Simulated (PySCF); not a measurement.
# C6H11N: full NMR table

| Quantity | Value |
| --- | --- |
| Formula | C6H11N |
| SMILES | C=CCN(C)C=C |
| Point group of the computed structure | C1 |
| Degrees of unsaturation | 2 |
| Carbon signals | 6 |
| Proton signals | 8 |

Molfile (atoms numbered from 1):
```
C6H11N
     RDKit          3D

 18 17  0  0  0  0  0  0  0  0999 V2000
    2.3986   -0.8248   -1.2266 C   0  0  0  0  0  0  0  0  0  0  0  0
    1.3842   -0.9488   -0.3926 C   0  0  0  0  0  0  0  0  0  0  0  0
    1.0423    0.0411    0.6863 C   0  0  0  0  0  0  0  0  0  0  0  0
   -0.3133    0.5390    0.5749 N   0  0  0  0  0  0  0  0  0  0  0  0
   -0.5788    1.3465   -0.5900 C   0  0  0  0  0  0  0  0  0  0  0  0
   -1.3291   -0.2368    1.0852 C   0  0  0  0  0  0  0  0  0  0  0  0
   -2.6113   -0.2287    0.7316 C   0  0  0  0  0  0  0  0  0  0  0  0
    3.0803    0.0087   -1.1689 H   0  0  0  0  0  0  0  0  0  0  0  0
    2.6036   -1.5540   -1.9920 H   0  0  0  0  0  0  0  0  0  0  0  0
    0.7040   -1.7878   -0.4680 H   0  0  0  0  0  0  0  0  0  0  0  0
    1.1473   -0.4393    1.6653 H   0  0  0  0  0  0  0  0  0  0  0  0
    1.7311    0.8915    0.6469 H   0  0  0  0  0  0  0  0  0  0  0  0
   -0.7646    0.7451   -1.4886 H   0  0  0  0  0  0  0  0  0  0  0  0
    0.2784    1.9922   -0.7760 H   0  0  0  0  0  0  0  0  0  0  0  0
   -1.4509    1.9711   -0.4001 H   0  0  0  0  0  0  0  0  0  0  0  0
   -1.0062   -0.8692    1.9031 H   0  0  0  0  0  0  0  0  0  0  0  0
   -3.0016    0.3671   -0.0727 H   0  0  0  0  0  0  0  0  0  0  0  0
   -3.3228   -0.8267    1.2704 H   0  0  0  0  0  0  0  0  0  0  0  0
  1  2  2  0
  2  3  1  0
  3  4  1  0
  4  5  1  0
  4  6  1  0
  6  7  2  0
  1  8  1  0
  1  9  1  0
  2 10  1  0
  3 11  1  0
  3 12  1  0
  5 13  1  0
  5 14  1  0
  5 15  1  0
  6 16  1  0
  7 17  1  0
  7 18  1  0
M  END
```

Isolated molecule, one conformer, rapidly exchanging positions averaged, non-relativistic. Coordinates at the GFN2-xTB level; σ from GIAO-PBE0/pcSseg-1; PySCF 2.14.

δ = σ(ref) − σ, references computed at the same level: $^{1}$H (σ = 31.72 ppm) and $^{13}$C (σ = 186.93 ppm) against TMS; $^{15}$N (σ = 267.73 ppm) vs NH3.

```tsv
carbon	δC, type	δH (multiplicity)	HMBC from (2–3 bonds)	span of the C tensor (ppm)
C1	123.3, CH2	H8 5.45 (m); H9 5.39 (m)	H10, H11/H12	212
C2	145.6, CH	6.00 (m)	H8, H9, H11/H12	235
C3	65.4, CH2	3.62 (d)	H16, H10, H8, H9, H13/H14/H15	44
C5	35.6, CH3	2.54 (s)	H16, H11/H12	50
C6	147.8, CH	6.27 (m)	H18, H17, H11/H12, H13/H14/H15	190
C7	84.7, CH2	H17 3.72 (m); H18 3.92 (m)	H16	154
```

Other nuclei:
```
atoms   nucleus       environment  δ (ppm)  σ (ppm)
   N4  $^{15}$N  enamine nitrogen     89.5    178.2
```

1. Carbon types of the structure: 2 × CH, 3 × CH2, 1 × CH3, which accounts for all hydrogens.
2. δC 147.8: alkene carbon bearing nitrogen; an sp2 carbon further deshielded by the attached heteroatom.
3. δC 145.6: alkene CH; the olefinic region.
4. δC 123.3: terminal =CH2 carbon; as expected for a trigonal carbon in a double bond.
5. δC 84.7: β carbon of an enol-ether or enamine type C=C; the O or N lone pair pushes π density onto this β carbon and shields it.
6. δC 65.4: allylic sp3 CH2 bonded to N; pulled downfield by the heteroatom.

Shifts are as computed. Against solution values, carbons near 30 ppm lie about +3 ppm off and those near 130 ppm about +5 ppm (rms about the fit 2.1 ppm; single classes can miss by 10 ppm). Of 1328 compounds with measured shifts, 309 miss one by over three times the rms of a fit or turn the order of signals round; such compounds aren't used in these exercises. Signals without a measured value on file couldn't be tested in this way; 1H shifts scatter by 0.2 ppm about their fit, and single ones miss by 0.5 ppm. Experimental scales use liquid or dissolved standards, which lie at an offset from isolated NH3 (liquid NH3: subtract about 20 ppm). No couplings were computed; multiplicities are counted from neighbouring protons, with m where these are inequivalent, close in shift, in a saturated or five-membered ring or joined by F or P, and br s for small geminal =CH2 splittings.
